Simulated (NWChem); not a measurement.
All runs are NWChem calculations. System: H$_{4}$AlAs, charge 1, spin multiplicity 2, at the geometry of a parent with another charge or spin, in a state set for the comparison that need not be this species' ground state. Its SCF solution wasn't tested for a lower state. Level: UPBE/def2-TZVP.

Input file:

```
start mol
memory heap 200 mb stack 900 mb global 1100 mb
charge 1
geometry units angstroms nocenter noautoz
  Al    -0.056289     1.671970     0.000000
  As     0.082658    -0.755270     0.000000
  H     -0.954221    -0.867691    -1.112787
  H     -0.954221    -0.867691     1.112787
  H     -0.043762     2.461842     1.381259
  H     -0.043762     2.461842    -1.381259
  symmetry group Cs
end
basis spherical
  * library def2-tzvp
end
dft
  xc xpbe96 cpbe96
  odft
  mult 2
  semidirect memsize 60000000 filesize 0
  iterations 100
end
task dft energy
```

Part of the output:

```
             Northwest Computational Chemistry Package (NWChem) 7.3.0
             --------------------------------------------------------

                                NWChem Input Module
                                -------------------

 Scaling coordinates for geometry "geometry" by  1.889725989
 (inverse scale =  0.529177249)

 Turning off AUTOSYM since
 SYMMETRY directive was detected!

                             Geometry "geometry" -> ""
                             -------------------------

 Output coordinates in angstroms (scale by  1.889725989 to convert to a.u.)

  No.       Tag          Charge          X              Y              Z
 ---- ---------------- ---------- -------------- -------------- --------------
    1 Al                  13.0000    -0.05628900     1.67197000     0.00000000
    2 As                  33.0000     0.08265800    -0.75527000     0.00000000
    3 H                    1.0000    -0.95422100    -0.86769100    -1.11278700
    4 H                    1.0000    -0.95422100    -0.86769100     1.11278700
    5 H                    1.0000    -0.04376200     2.46184200     1.38125900
    6 H                    1.0000    -0.04376200     2.46184200    -1.38125900

 Effective nuclear repulsion energy (a.u.)     140.5960630760

            Nuclear Dipole moment (a.u.)
            ----------------------------
        X                 Y               Z
 ---------------- ---------------- ----------------
    -0.0000170075     0.0000037795     0.0000000000

      Symmetry information
      --------------------

 Group name             Cs
 Group number              2
 Group order               2
 No. of unique centers     4

      Symmetry unique atoms

     1    2    3    5


 Summary of "ao basis" -> "" (spherical)
 ------------------------------------------------------------------------------
       Tag                 Description            Shells   Functions and Types
 ---------------- ------------------------------  ------  ---------------------
 *                         def2-tzvp                  on all atoms

  pbe96 is a nonlocal functional; adding pw91lda local functional.

                                 NWChem DFT Module
                                 -----------------

 Summary of "ao basis" -> "ao basis" (spherical)
 ------------------------------------------------------------------------------
       Tag                 Description            Shells   Functions and Types
 ---------------- ------------------------------  ------  ---------------------
 Al                        def2-tzvp                13       37   5s5p2d1f
 As                        def2-tzvp                16       48   6s5p4d1f
 H                         def2-tzvp                 4        6   3s1p

 Summary of "ao basis" -> "ao basis" (spherical)
 ------------------------------------------------------------------------------
       Tag                 Description            Shells   Functions and Types
 ---------------- ------------------------------  ------  ---------------------
 Al                        def2-tzvp                13       37   5s5p2d1f
 As                        def2-tzvp                16       48   6s5p4d1f
 H                         def2-tzvp                 4        6   3s1p

      Symmetry analysis of basis
      --------------------------

        a'         69
        a"         40

            General Information
            -------------------
          SCF calculation type: DFT
          Wavefunction type:  spin polarized.
          No. of atoms     :     6
          No. of electrons :    49
           Alpha electrons :    25
            Beta electrons :    24
          Charge           :     1
          Spin multiplicity:     2
          Use of symmetry is: on ; symmetry adaption is: on
          Maximum number of iterations: 100
          AO basis - number of functions:   109
                     number of shells:    45
          Convergence on energy requested:  1.00D-06
          Convergence on density requested:  1.00D-05
          Convergence on gradient requested:  5.00D-04

              XC Information
              --------------
          PerdewBurkeErnzerhof Exchange Functional  1.000
            Perdew 1991 LDA Correlation Functional  1.000 local
           PerdewBurkeErnz. Correlation Functional  1.000 non-local

             Grid Information
             ----------------
          Grid used for XC integration:  medium
          Radial quadrature: Mura-Knowles
          Angular quadrature: Lebedev.
          Tag              B.-S. Rad. Rad. Pts. Rad. Cut. Ang. Pts.
          ---              ---------- --------- --------- ---------
          Al                  1.25       88          10.0       590
          As                  1.15      112          11.0       590
          H                   0.35       45          11.0       434
          Grid pruning is: on
          Number of quadrature shells:   290
          Spatial weights used:  Erf1

          Convergence Information
          -----------------------
          Convergence aids based upon iterative change in
          total energy or number of iterations.
          Levelshifting, if invoked, occurs when the
          HOMO/LUMO gap drops below (HL_TOL):  1.00D-02
          DIIS, if invoked, will attempt to extrapolate
          using up to (NFOCK): 10 stored Fock matrices.

                    Damping( 0%)  Levelshifting(0.5)       DIIS
                  --------------- ------------------- ---------------
          dE  on:    start            ASAP                start
          dE off:    2 iters        100 iters           100 iters
[...]
    17      0.346433  1 Al pz                99      0.244385  5 H  s
   105     -0.244385  6 H  s                 98      0.144908  5 H  s
   104     -0.144908  6 H  s                100      0.136379  5 H  s
   106     -0.136379  6 H  s                  8     -0.096455  1 Al pz
    20      0.096040  1 Al pz                11     -0.080629  1 Al pz

 Vector   26  Occ=0.000000D+00  E=-2.938216D-01  Symmetry=a'
              MO Center= -2.0D-01,  1.3D+00,  1.6D-14, r^2= 3.7D+00
   Bfn.  Coefficient  Atom+Function         Bfn.  Coefficient  Atom+Function
  ----- ------------  ---------------      ----- ------------  ---------------
    15      0.559551  1 Al px                18      0.454959  1 Al px
    43     -0.145176  2 As s                 88      0.145806  3 H  s
    94      0.145806  4 H  s                  5     -0.143975  1 Al s
    57      0.132742  2 As py                 6     -0.122379  1 Al px
    54      0.104812  2 As py                74      0.104480  2 As d -2

 Vector   27  Occ=0.000000D+00  E=-2.397839D-01  Symmetry=a"
              MO Center= -6.7D-02, -4.3D-01,  3.4D-14, r^2= 3.6D+00
   Bfn.  Coefficient  Atom+Function         Bfn.  Coefficient  Atom+Function
  ----- ------------  ---------------      ----- ------------  ---------------
    58      0.719381  2 As pz                88      0.583469  3 H  s
    94     -0.583469  4 H  s                 55      0.328976  2 As pz
    87      0.242215  3 H  s                 93     -0.242215  4 H  s
    49     -0.179843  2 As pz                20      0.178846  1 Al pz
   100     -0.143315  5 H  s                106      0.143315  6 H  s

 Vector   28  Occ=0.000000D+00  E=-2.313175D-01  Symmetry=a'
              MO Center=  1.5D-01,  7.5D-01, -1.0D-13, r^2= 4.8D+00
   Bfn.  Coefficient  Atom+Function         Bfn.  Coefficient  Atom+Function
  ----- ------------  ---------------      ----- ------------  ---------------
     5      0.704153  1 Al s                  4      0.609916  1 Al s
    57     -0.515653  2 As py                19     -0.309507  1 Al py
    54     -0.297547  2 As py               100     -0.292013  5 H  s
   106     -0.292013  6 H  s                 16     -0.288183  1 Al py
    43     -0.282626  2 As s                 42     -0.246184  2 As s

                     DFT Final Beta Molecular Orbital Analysis
                     -----------------------------------------

 Vector   22  Occ=1.000000D+00  E=-5.661736D-01  Symmetry=a"
              MO Center= -5.0D-01, -7.4D-01, -1.7D-15, r^2= 2.0D+00
   Bfn.  Coefficient  Atom+Function         Bfn.  Coefficient  Atom+Function
  ----- ------------  ---------------      ----- ------------  ---------------
    55      0.386609  2 As pz                49     -0.234436  2 As pz
    87     -0.222925  3 H  s                 93      0.222925  4 H  s
    58      0.198169  2 As pz                86     -0.136096  3 H  s
    92      0.136096  4 H  s                 88     -0.073786  3 H  s
    94      0.073786  4 H  s                 46      0.073268  2 As pz

 Vector   23  Occ=1.000000D+00  E=-5.069476D-01  Symmetry=a'
              MO Center=  1.3D-02, -9.8D-02, -5.9D-14, r^2= 3.3D+00
   Bfn.  Coefficient  Atom+Function         Bfn.  Coefficient  Atom+Function
  ----- ------------  ---------------      ----- ------------  ---------------
    53      0.369387  2 As px                42      0.266529  2 As s
    43      0.247247  2 As s                 56      0.240201  2 As px
    47     -0.220832  2 As px                87     -0.154440  3 H  s
    93     -0.154440  4 H  s                 16     -0.137751  1 Al py
     4     -0.132373  1 Al s                 41     -0.127813  2 As s

 Vector   24  Occ=1.000000D+00  E=-4.662017D-01  Symmetry=a"
              MO Center= -6.0D-02,  2.2D+00, -6.4D-14, r^2= 2.7D+00
   Bfn.  Coefficient  Atom+Function         Bfn.  Coefficient  Atom+Function
  ----- ------------  ---------------      ----- ------------  ---------------
    17      0.357052  1 Al pz                99      0.236640  5 H  s
   105     -0.236640  6 H  s                 98      0.142241  5 H  s
   104     -0.142241  6 H  s                100      0.138542  5 H  s
   106     -0.138542  6 H  s                 20      0.101957  1 Al pz
     8     -0.098086  1 Al pz                11     -0.082063  1 Al pz

 Vector   25  Occ=0.000000D+00  E=-4.462331D-01  Symmetry=a'
              MO Center=  4.5D-02, -3.6D-02,  8.8D-14, r^2= 3.7D+00
   Bfn.  Coefficient  Atom+Function         Bfn.  Coefficient  Atom+Function
  ----- ------------  ---------------      ----- ------------  ---------------
    54      0.394637  2 As py                57      0.287365  2 As py
    16     -0.266412  1 Al py                48     -0.236397  2 As py
    42     -0.188598  2 As s                 43     -0.178879  2 As s
    53     -0.178920  2 As px                56     -0.155221  2 As px
    47      0.109979  2 As px                99     -0.106020  5 H  s

 Vector   26  Occ=0.000000D+00  E=-2.861743D-01  Symmetry=a'
              MO Center= -1.4D-01,  1.4D+00, -4.0D-13, r^2= 3.6D+00
   Bfn.  Coefficient  Atom+Function         Bfn.  Coefficient  Atom+Function
  ----- ------------  ---------------      ----- ------------  ---------------
    15      0.572399  1 Al px                18      0.477921  1 Al px
    43     -0.157548  2 As s                 88      0.138306  3 H  s
    94      0.138306  4 H  s                  6     -0.125555  1 Al px
     5     -0.108561  1 Al s                 57      0.104334  2 As py
     9     -0.103513  1 Al px                42     -0.096188  2 As s

 Vector   27  Occ=0.000000D+00  E=-2.339718D-01  Symmetry=a"
              MO Center= -4.3D-02, -3.8D-01, -3.2D-14, r^2= 3.6D+00
   Bfn.  Coefficient  Atom+Function         Bfn.  Coefficient  Atom+Function
  ----- ------------  ---------------      ----- ------------  ---------------
    58      0.734591  2 As pz                88      0.590029  3 H  s
    94     -0.590029  4 H  s                 55      0.325779  2 As pz
    87      0.239797  3 H  s                 93     -0.239797  4 H  s
    20      0.205972  1 Al pz                49     -0.181676  2 As pz
   100     -0.168683  5 H  s                106      0.168683  6 H  s

   alpha - beta orbital overlaps
   -----------------------------

   alpha      1      2      3      4      5      6      7      8      9     10
    beta      1      2      3      4      5      6      7      8      9     10
 overlap   1.000  1.000  1.000  0.998  1.000  0.998  1.000  1.000  1.000  1.000

   alpha     11     12     13     14     15     16     17     18     19     20
    beta     11     12     13     14     15     16     17     18     19     20
 overlap   1.000  0.996  0.996  1.000  0.992  1.000  0.995  1.000  0.995  0.999

   alpha     21     22     23     24     25     26     27     28     29     30
    beta     21     22     23     25     24     26     27     28     29     30
 overlap   0.993  1.000  0.985  0.980  1.000  0.994  0.999  0.963  0.968  0.997

   alpha     31     32     33     34     35     36     37     38     39     40
    beta     31     32     34     33     35     37     36     38     39     40
 overlap   0.997  0.987  0.976  1.000  0.996  0.943  0.962  0.983  0.997  0.989

   alpha     41     42     43     44     45     46     47     48     49     50
    beta     41     42     43     44     45     46     47     48     49     50
 overlap   0.995  0.991  0.995  0.993  0.983  0.985  0.998  0.987  0.988  0.997

   alpha     51     52     53     54     55     56     57     58     59     60
    beta     51     52     53     54     55     56     57     58     59     60
 overlap   0.999  0.997  0.996  0.998  0.978  0.990  0.979  0.987  0.994  0.997

   alpha     61     62     63     64     65     66     67     68     69     70
    beta     61     62     63     64     65     66     67     69     68     70
 overlap   0.991  0.995  0.996  0.997  0.991  0.988  0.988  0.993  0.988  0.996

   alpha     71     72     73     74     75     76     77     78     79     80
    beta     71     74     72     73     75     76     77     79     78     80
 overlap   0.995  0.727  0.996  0.726  0.998  0.998  0.999  1.000  1.000  0.999

   alpha     81     82     83     84     85     86     87     88     89     90
    beta     81     82     83     84     85     86     87     88     89     90
 overlap   1.000  0.999  0.999  0.999  0.999  0.999  0.999  0.999  0.997  1.000

   alpha     91     92     93     94     95     96     97     98     99    100
    beta     91     92     93     94     95     96     97     98     99    100
 overlap   0.998  0.999  1.000  1.000  0.999  0.999  1.000  1.000  1.000  0.975

   alpha    101    102    103    104    105    106    107    108    109
    beta    101    102    103    104    105    106    107    108    109
 overlap   0.975  1.000  1.000  1.000  1.000  1.000  1.000  1.000  1.000

     --------------------------
     Expectation value of S2:
     --------------------------
      <S2> =      0.7537 (Exact =     0.7500)

 center of mass
 --------------
 x =   0.04749575 y =  -0.14735536 z =   0.00000000

 moments of inertia (a.u.)
 ------------------
         491.361964343245          19.845337394704           0.000000000000
          19.845337394704          31.108351061395           0.000000000000
           0.000000000000           0.000000000000         477.177933607566

     Multipole analysis of the density
     ---------------------------------

     L   x y z        total         alpha         beta         nuclear
     -   - - -        -----         -----         ----         -------
     0   0 0 0      1.000000    -25.000000    -24.000000     50.000000

     1   1 0 0     -0.241520     -0.192854     -0.048649     -0.000017
     1   0 1 0      0.508116      0.350546      0.157567      0.000004
     1   0 0 1      0.000000      0.000000      0.000000      0.000000

     2   2 0 0    -19.654000    -14.288912    -12.834194      7.469106
     2   1 1 0     -0.027575      3.870147      2.684352     -6.582074
     2   1 0 1     -0.000000     -0.000000     -0.000000      0.000000
     2   0 2 0    -14.431969   -134.958470   -125.136572    245.663073
     2   0 1 1      0.000000      0.000000      0.000000      0.000000
     2   0 0 2    -21.736129    -23.024290    -21.182199     22.470360

 Task  times  cpu:       13.5s     wall:       13.5s

 Total times  cpu:       13.5s     wall:       13.5s
```
